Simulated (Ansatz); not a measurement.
Consider the formal hydrolysis of the Si–Cl bond: `Cl[SiH2][GeH3]` + H₂O → `O[SiH2][GeH3]` + HCl.

Program: Ansatz. Geometries: PBE0-D4/def2-TZVP. ΔE: electronic, gas phase. CCSD(T)/CBS is the MP2 limit (def2-TZVPP, def2-QZVPP) plus CCSD(T) − MP2 in def2-TZVPP, frozen cores. This one scheme is used for every species. DFT in def2-TZVPP. For Ge outer-core shells are correlated without core-valence functions, which leaves a few kJ/mol of doubt a bond. Scalar relativity is left out up to krypton. Each species was taken in one conformer, which may not be the lowest.

| level | ΔE (kJ/mol) |
| --- | --- |
| ωB97M-V | 12.6 |
| PBE | 16.9 |

Question: What does CCSD(T)/CBS give? (Best estimate.)

Answer: Ansatz gave: +14.9 kJ/mol. The listed levels differ from it by -2.3, 2.0 kJ/mol.

Largest T1 diagnostic among the species: 0.012.

In def2-TZVPP, CCSD(T) changes the Hartree–Fock value by +3.4 kJ/mol (the triples alone add +1.2 kJ/mol) and MP2 by +7.1 kJ/mol. At CCSD(T), def2-SVP lies −4.6 kJ/mol from the extrapolated value and def2-TZVPP −5.7 kJ/mol. Leaving LDA and LC-ωPBE aside and taking each functional with its dispersion term where it has one, the values, not all of them listed here, spread over 13.0 kJ/mol, from CAM-B3LYP-D4 to revPBE-D4. LDA lies −5.2 kJ/mol from PBE without D4.
